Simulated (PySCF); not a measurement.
C$_{2}$H$_{5}$N, charge +1, doublet, at a GFN2-xTB geometry (a state made from the parent by changing its charge; the spin is typed, not shown lowest). Base run: BLYP/pcseg-1 (PySCF).

PySCF was given this input:
```python
from pyscf import gto, scf, dft

mol = gto.M(
    atom='''
C     1.201570   -0.255639    0.050208
N    -0.073613    0.195773    0.078063
C    -1.277800    0.163281   -0.102305
H     1.820848    0.425783   -0.546726
H     1.598021   -0.303580    1.072312
H     1.292168   -1.265550   -0.392280
H    -1.824553   -0.676182   -0.555725
H    -1.913813    1.003263    0.188565
''',
    basis='pcseg-1',
    charge=1,
    spin=1,
    verbose=3,
)

mf = dft.UKS(mol)
mf.xc = 'blyp'
mf.kernel()
```

Each row names what was changed in the base input (with any setting that the change needs).

| change | ΔE vs base (µEh) | fitting functions |
|---|---|---|
| base | 0.0 | - |
| auxbasis = cc-pvtz-jkfit | -49.6 | 387 |
| auxbasis = def2-tzvp-ri | -165 | 303 |
| auxbasis = cc-pvqz-jkfit | -27.2 | 573 |
| auxbasis = even-tempered beta=3.0 | -278 | 350 |
| auxbasis = even-tempered beta=1.6 | -1.8 | 729 |
| auxbasis = def2-universal-jfit | -208 | 202 |
| auxbasis = def2-universal-jkfit | -67.6 | 317 |
| auxbasis = even-tempered beta=2.0 | -6.6 | 483 |
| auxbasis = default (with mf = mf.density_fit()) | -6.6 | 483 |

A fitting set is made for a task (jfit for Coulomb, jkfit for Coulomb and exchange, ri for correlation) and for a family of orbital bases.

Open shells are given as the SCF converged; they aren't shown to be the lowest states, and a large step between rows can be another state.
